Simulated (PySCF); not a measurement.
Molecule: C$_{4}$H$_{4}$N, net charge 0, doublet state. It need not be the lowest isomer of its formula. 
Structure (B3LYP-D3(BJ)/def2-TZVP (Ansatz) minimum search):
```xyz
9

C     -2.2508    -0.0276    -0.1157
C     -1.1103     0.1275     0.4918
C      0.1292    -0.7127     0.2056
C      1.2705     0.1134    -0.1776
N      2.1594     0.7800    -0.4729
H     -2.6905    -0.6386    -0.8876
H     -0.9896     0.8868     1.2610
H     -0.0702    -1.4333    -0.5884
H      0.4032    -1.2786     1.1008
```
Charge 0, spin multiplicity 2.

Dispersion corrections to the total energy (kcal/mol) from the dftd3 and dftd4 libraries through PySCF: D3(BJ) without and D4 with the three-body term, each with the damping fitted for the functional named.

| functional | D3(BJ) | D4 |
|---|---|---|
| LC-wPBE | -3.69 | [?] |
| BHLYP | -5.27 | -4.03 |
| B2GP-PLYP | [?] | -1.51 |
| BP86 | -6.19 | [?] |
| B2PLYP | -3.12 | -2.53 |
| PBE0 | -3.44 | -3.04 |
| CAM-B3LYP | -3.03 | -3.03 |

Problem. Fill in the missing entries.

Solution. 
- LC-wPBE, D4: -3.99
- B2GP-PLYP, D3(BJ): -2.29
- BP86, D4: -4.75
